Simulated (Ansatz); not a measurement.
Species: ethenylboronic acid, C2H5BO2, net charge 0, singlet state. 
Structure (B3LYP-D3(BJ)/def2-TZVP (Ansatz, an electronic-structure program) minimum search):
SMILES: C=CB(O)O
```xyz
10

C      2.0292     0.0201     0.3028
C      0.8568    -0.6031     0.4104
B     -0.5128    -0.0248    -0.0674
O     -0.6727     1.2027    -0.6590
O     -1.6268    -0.7923     0.1158
H      2.1242     1.0086    -0.1392
H      2.9586    -0.4180     0.6481
H      0.8474    -1.5902     0.8649
H      0.1416     1.7019    -0.7644
H     -2.4280    -0.3631    -0.2056
```

Wanted: atomisation energy (electronic, to ground-state atoms), in kcal/mol. Correlated levels leave the core frozen unless marked. Open shells are spin-unrestricted. Spin-orbit coupling is left out. Non-relativistic. The coupled-cluster limit lacks core correlation, which all-electron functionals hold. CBS marks a two-point X^-3 extrapolation of the correlation energy; Hartree-Fock from the larger set.

```
level                                        program  atomisation energy (kcal/mol)
------------------------------------  --------------  -----------------------------
PBE0/STO-3G                                   Ansatz                         1155.2
HSE06-D3(BJ)/def2-TZVPD               Ansatz + dftd3                            ___
LC-wPBE-D3(BJ)/def2-TZVPD             Ansatz + dftd3                         1038.5
PBE-QIDH/def2-TZVPD                           Ansatz                         1028.9
RPA@PBE/cc-pVTZ                               Ansatz                          963.5
CCSD/STO-3G                                   Ansatz                          980.6
CCSD(T)/CBS(aug-cc-pVTZ,aug-cc-pVQZ)          Ansatz                            ___
```

**Question.** Fill in the missing entries.

**Answer.** 
- HSE06-D3(BJ)/def2-TZVPD, atomisation energy (kcal/mol): 1040.2
- CCSD(T)/CBS(aug-cc-pVTZ,aug-cc-pVQZ), atomisation energy (kcal/mol): 1037.6
